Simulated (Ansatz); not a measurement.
C2H7NSSi can be A, `[SiH3]N1CSC1`, or B, `C[SiH]1NCS1`.

Calculated with Ansatz (gas phase, PBE0-D4/def2-TZVP geometries, no zero-point term in ΔE). CCSD(T)/CBS is the MP2 limit (def2-TZVPP, def2-QZVPP) plus CCSD(T) − MP2 in def2-TZVPP, frozen cores. Functionals use def2-TZVPP. B3LYP here is the variant with VWN-RPA as its local correlation; programs differ in this.

**Question.** Which isomer does CCSD(T)/CBS put lower? Give the gap. (An estimate is asked.)

**Answer.** Computed: B, by 203.9 kJ/mol.

**Question.** Give E(B) − E(A) in kJ/mol with CCSD/def2-TZVPP, MP2/def2-TZVPP, PBE-D4, r2SCAN-D4, B3LYP-D4, PBE0-D4, B2PLYP. (An estimate is asked.)

**Answer.** Computed: CCSD/def2-TZVPP -197.0, MP2/def2-TZVPP -206.3, PBE-D4 -200.0, r2SCAN-D4 -210.7, B3LYP-D4 -195.2, PBE0-D4 -204.6, B2PLYP -199.7. None reverses the order clearly.

Largest T1 diagnostic: 0.011.

From PBE to PBE0 (25 % exact exchange), in def2-TZVPP and without D4, E(B) − E(A) moves by −4.6 kJ/mol. In def2-TZVPP, CCSD(T) changes the Hartree–Fock value by −6.4 kJ/mol (the triples alone add −0.3 kJ/mol) and MP2 by −15.4 kJ/mol.
